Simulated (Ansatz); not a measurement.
Molecule: bromo(dichloro)borane, sum formula BBrCl2, net charge 0, singlet state. 
Structure (B3LYP-D3(BJ)/def2-TZVP (Ansatz, an electronic-structure program) minimum search):
```xyz
4

B     -0.5043     0.0325     0.0028
Cl    -1.4687    -1.4185     0.0298
Cl    -1.2747     1.5953    -0.0144
Br     1.4046    -0.0905    -0.0079
```
Charge 0, spin multiplicity 1.

Basis-set convergence of Hartree-Fock and CCSD(T) correlation energies (hartree) with Ansatz. Correlated levels leave the core frozen unless marked. No spin-orbit coupling. The frozen core is the preceding noble-gas configuration, with the filled d and f shells of earlier blocks. Non-relativistic.

```tsv
basis	functions	E(HF)	E(corr, CCSD(T))
def2-SVP	82	-3515.59689	-0.51573
def2-TZVPP	163	-3516.24953	-0.70741
def2-QZVPP	286	-3516.32479	-0.77078
```

Extrapolating the two largest sets (X = 3 and 4) as X^-3: E(corr) = (64·(-0.77078) - 27·(-0.70741))/37 = -0.8170 Eh, an estimate of the basis-set limit. The largest set recovers 94.3 % of it, the smallest 63.1 %.
